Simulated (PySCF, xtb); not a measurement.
AlH7OSi2, SMILES [OH][Al]([SiH3])[SiH3].

xtb with GFN2-xTB at its own geometry gives an orbital gap of 3.08 eV and a dipole moment of 1.65 D.

Geometry: r2SCAN-D4/def2-SVP. A frequency run showed that this geometry is not a minimum. The structure was generated by enumeration; whether it is a known compound was not checked. The values are those of a single conformer.

**Question.** What does B3LYP/def2-TZVP (PySCF) give? (The exact figures need the calculation; the answer reports its results.)

**Answer.** gap 4.78 eV (levels -6.71 and -1.93 eV), dipole 1.55 D.
